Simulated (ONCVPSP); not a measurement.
## ruthenium (Ru): one change to an ONCV potential, before and after

- Element: Ru
- Generator: ONCVPSP 4.0.1
- Type: optimised norm-conserving Vanderbilt (ONCV)
- Functional: PBE
- Relativity: scalar-relativistic
- Frozen core: [Ar] 3d10 4s2
- Valence charge: 14
- Reference configuration: 4p6 4d7.5 5s0.5
- Partial waves: 5s: rc 2.30 bohr, ncon 4, nbas 8, qcut 2.5 1/bohr, 2 projectors, debl 2 Ha; 4p: rc 1.25 bohr, ncon 3, nbas 6, qcut 6.3 1/bohr, 2 projectors, debl 1.7 Ha; 4d: rc 1.85 bohr, ncon 4, nbas 8, qcut 9.4 1/bohr, 2 projectors, debl 0.7 Ha
- Local potential: polynomial inside 1.15 bohr (lpopt 5, dvloc0 0 Ha)
- Core correction: Teter function, fcfact 3.5, rcfact 1.25

Change: p: nproj 1.

Cutoffs: the cutoffs (Ha) at which the residual kinetic energy of the hardest occupied pseudo-wave falls to 1 and 0.1 mHa per electron; they do not see the model core or the augmentation charge, which bear on the density cutoff. Errors are all-electron minus pseudo energies relative to the spin-unpolarised reference configuration.

What does the change do?

The potential gets neither clearly harder nor softer (38 Ha and 83 Ha → 38 Ha and 83 Ha); both files keep a bound ghost (s); of the 4 tests that both files solve, the error grows in 1 and shrinks in 0 by more than 15 % and 0.3 meV (median size 9.1 → 9.2 meV); the range in which the p phases agree narrows (upper end at the end of the scan → 2.3).

| quantity | base | changed |
| --- | --- | --- |
| cutoff, loose | 38 Ha | 38 Ha |
| cutoff, tight | 83 Ha | 83 Ha |
| bound ghosts | s | s |
| GHOST(+) flags under 300 eV | none | none |
| error for 4p6 4d7 5s1, meV [ΔE 0.32 eV] | -4.6 | -4.5 |
| error for 4p6 4d7 5s0, meV [ΔE 7.61 eV] | +0.7 | +0.7 |
| error for 4p6 4d6 5s0, meV [ΔE 25.80 eV] | +14 | +14 |
| error for 4p6 4d6 5s1 5p1, meV [ΔE 5.97 eV] | -22 | +31 |
| s: phases at 2.34 bohr within 0.05 rad from the reference energy up to (Ha; the scan ends near 5) | 2.9 | 2.9 |
| p: phases at 1.27 bohr within 0.05 rad from the reference energy up to (Ha; the scan ends near 5) | to the end of the scan | 2.3 |
| d: phases at 1.88 bohr within 0.05 rad from the reference energy up to (Ha; the scan ends near 5) | to the end of the scan | to the end of the scan |
| rms error of d²Exc/dni dnj with the model core, mHa | 1.48 | 1.48 |

 A true bound ghost makes a file unfit for plane-wave use even where its test errors are small: the radial tests pick states by their node count and pass the ghost by.
